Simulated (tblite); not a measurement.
Compound: CH₉FSi₃.
Bonds: C1–Si2, Si2–F3, Si2–Si4, Si2–Si5. Hydrogens: H6, H7, H8 on C1; H9, H10, H11 on Si4; H12, H13, H14 on Si5.

The geometry is computed with GFN2-xTB (gas phase).

Give the optimised bond lengths and angles.

```tsv
bond	length (Å)	order
C1–Si2	1.910	single
Si2–F3	1.641	single
Si2–Si4, Si2–Si5	2.324	single
C1–H6, C1–H7, C1–H8	1.087	single
Si4–H9 and 5 like bonds	1.467	single
```

Bonds in one row agree within 0.01 Å and their mean is given. Orders are formal, as drawn. A selection of angles:
```tsv
angle	degrees
Si2–C1–H6	111.5
H6–C1–H7	107.6
C1–Si2–F3	102.3
C1–Si2–Si4	110.6
F3–Si2–Si4	105.1
Si4–Si2–Si5	121.4
Si2–Si4–H9	111.7
Si2–Si4–H10	109.9
Si2–Si4–H11	114.9
H9–Si4–H10	106.8
H13–Si5–H14	106.4
```

Si2 (fluorine-bound silicon) is distorted tetrahedral (angles from 102.3° to 121.4°). Si4 (SiH3 silicon) is distorted tetrahedral (angles from 106.5° to 114.9°).

Point group: Cs (tolerance 0.08 Å). Its GFN2-xTB frequencies are all real (lowest 18 cm⁻¹). 2 starts were optimised and ended at 0.00 and 0.08 kcal/mol (GFN2-xTB); the lowest of these is shown.
